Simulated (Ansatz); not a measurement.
Consider the substitution at a C–B bond: `FC[B](Cl)[GaH2]` + CH₃NH₂ → `CNCF` + `Cl[BH][GaH2]`.

Program: Ansatz. Geometries: PBE0-D4/def2-TZVP. ΔE: electronic, gas phase. CBS: MP2 limit from def2 TZ/QZ plus the TZ coupled-cluster correction, frozen cores. DFT in def2-TZVPP. B3LYP here is the variant with VWN-RPA as its local correlation; programs differ in this. For Ga outer-core shells are correlated without core-valence functions, which leaves a few kJ/mol of doubt a bond. Scalar relativity is left out up to krypton. One conformer a species, not always the lowest.

`FC[B](Cl)[GaH2]`:

```xyz
9

F     1.650   -0.881    0.232
C     0.966    0.064    0.999
B    -0.388    0.465    0.331
Cl   -1.360    1.649    1.185
Ga   -0.950   -0.401   -1.486
H     1.621    0.937    1.126
H     0.806   -0.361    1.998
H    -0.551    0.254   -2.858
H    -1.794   -1.727   -1.528
```

CH₃NH₂:

Cartesian coordinates in Å:
```
C 0.495 -0.095 -0.263
N -0.598 0.079 0.679
H 0.237 0.073 -1.319
H 0.892 -1.109 -0.174
H 1.307 0.589 -0.006
H -1.358 -0.554 0.465
H -0.974 1.017 0.620
```

`CNCF`:

```xyz
10

C    -0.782    0.547    0.769
N     0.538    0.074    0.404
C     0.616   -0.722   -0.741
F     0.230   -0.056   -1.923
H    -1.231    1.221    0.030
H    -1.447   -0.312    0.891
H    -0.731    1.064    1.729
H     1.222    0.817    0.396
H    -0.058   -1.579   -0.652
H     1.643   -1.054   -0.904
```

`Cl[BH][GaH2]`:

Cartesian coordinates in Å:
```
Cl 2.145 0.550 -0.886
B 0.967 -0.436 -0.048
Ga -0.988 0.264 0.143
H 1.389 -1.475 0.366
H -2.083 -0.045 -0.944
H -1.431 1.143 1.369
```

| level | ΔE (kJ/mol) |
| --- | --- |
| PBE0-D4 | 28.3 |
| B3LYP-D4 | 27.9 |
| PBE-QIDH | 26.4 |
| BLYP | 24.6 |
| r2SCANh | 26.9 |
| BHLYP | 24.5 |
| HF/def2-QZVPP | 20.8 |
| HF/CBS(def2) | 20.8 |

(1) What does CCSD(T)/CBS give? (Best estimate.)

(2) What do rigid-rotor, harmonic-oscillator terms from PBE0-D4/def2-TZVP frequencies (298.15 K, 1 bar) make of the CCSD(T)/CBS value? (Estimate.)

Largest T1 diagnostic among the species: 0.014.

## Answers

(1) The calculation gave: +28.6 kJ/mol. The listed levels differ from it by -0.3, -0.7, -2.2, -4.0, -1.7, -4.1, -7.8, -7.8 kJ/mol.

(2) The calculation gave: ΔZPE = +0.6 kJ/mol, ΔH = +27.0 kJ/mol, ΔS = -6 J/(mol·K), ΔG = +28.8 kJ/mol.

In def2-TZVPP, CCSD(T) changes the Hartree–Fock value by +5.0 kJ/mol (the triples alone add −0.3 kJ/mol) and MP2 by +5.9 kJ/mol. Leaving LDA and LC-ωPBE aside and taking each functional with its dispersion term where it has one, the values, not all of them listed here, spread over 7.6 kJ/mol, from ωB97X-V to B97M-V. LDA lies −4.3 kJ/mol from PBE without D4. At CCSD(T), def2-SVP lies −9.3 kJ/mol from the extrapolated value and def2-TZVPP −2.5 kJ/mol.
